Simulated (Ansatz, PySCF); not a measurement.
Noncovalent pair: CH3Cl (SMILES CCl) (first 5 atoms) with C2H6 (SMILES CC); geometry from B3LYP-D3(BJ)/def2-TZVP, rigid monomers moved along the line of their centres of mass till H4···H8 is 2.85 Å.
(charge 0, multiplicity 1):
```xyz
13

C     -0.67174    -0.91114     0.84014
Cl    -0.84297     0.87419     0.79900
H     -0.58798    -1.26875    -0.18153
H      0.22179    -1.15511     1.40631
H     -1.55090    -1.32723     1.32201
C      0.83049     0.30667     4.68126
C     -0.51962    -0.39111     4.81638
H      1.15277     0.35134     3.63953
H      1.60536    -0.21022     5.25113
H      0.78080     1.33412     5.04638
H     -1.28455     0.11879     4.22846
H     -0.85489    -0.40982     5.85522
H     -0.46960    -1.42644     4.47159
```

Counterpoise-corrected where a basis set is named; no monomer relaxation.

Correlated levels freeze the cores.

Codes used: Ansatz (Gaussian orbitals); PySCF for the dispersion terms. 

PBE/def2-TZVPPD gives -0.43 kcal/mol for the interaction energy.

Q: How do the other levels lie against it? Give each less PBE: PBE-D3(BJ)/def2-TZVPPD, r2SCAN/def2-TZVPPD, PBE0/def2-TZVPPD, wB97M-V/def2-TZVPPD, MP2/aug-cc-pV(D+d)Z, CCSD(T)/aug-cc-pV(D+d)Z.

A: PBE-D3(BJ)/def2-TZVPPD -1.02; r2SCAN/def2-TZVPPD -0.20; PBE0/def2-TZVPPD 0.09; wB97M-V/def2-TZVPPD -0.69; MP2/aug-cc-pV(D+d)Z -0.67; CCSD(T)/aug-cc-pV(D+d)Z -0.63 kcal/mol. 1 of 6 lie above PBE; the widest gap is to PBE-D3(BJ)/def2-TZVPPD.

Ansatz is a program for electronic structure.
